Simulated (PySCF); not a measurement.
C₂F₅, SMILES F[C](F)C(F)(F)F, multiplicity 2. The structure is a stationary point at PBE0-D3(BJ)/def2-SVP. The isomer is the one that the SMILES or the coordinates give; other isomers of the formula were not compared.

Task: Give the equilibrium geometry at PBE0-D3(BJ)/def2-SVP (PySCF confirms it by a frequency run) as Cartesian coordinates in Å, and its point group. (An estimate is asked for; the answer gives what the named calculation found.)

Result: point group Cs.
```xyz
7

F      1.5009    -0.0020    -1.0899
C      0.8656     0.3543     0.0000
F      1.5009    -0.0020     1.0899
C     -0.6078     0.0200     0.0000
F     -0.8115    -1.2996     0.0000
F     -1.1811     0.5270     1.0818
F     -1.1811     0.5270    -1.0818
```
Charge 0, spin multiplicity 2.
